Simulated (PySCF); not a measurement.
## Radial density of Xe (xenon, neutral)

r2SCAN, [Xe], closed-shell 1S. All numbers are calculated (PySCF 2.14, a scalar-relativistic core potential, in def2-TZVP with the def2 core potential (28 electrons) (6s5p3d2f, 50 functions)). This is the valence pseudo-density: the core potential removes the inner electrons and smooths the orbitals near the nucleus.

| r (bohr) | 4πr²ρ (e/bohr) |
| --- | --- |
| 0.00119 | 1.603e-05 |
| 0.00200 | 4.494e-05 |
| 0.00336 | 0.0001239 |
| 0.00565 | 0.0003274 |
| 0.00951 | 0.0007811 |
| 0.0160 | 0.001572 |
| 0.0269 | 0.002686 |
| 0.0452 | 0.003630 |
| 0.0761 | 0.006271 |
| 0.128 | 0.03393 |
| 0.215 | 0.3820 |
| 0.362 | 5.321 |
| 0.609 | 27.44 |
| 1.02 | 15.07 |
| 1.72 | 5.565 |
| 2.90 | 1.953 |
| 4.88 | 0.1164 |
| 8.20 | 0.0002888 |

Energies and moments cover only the electrons outside the core potential.
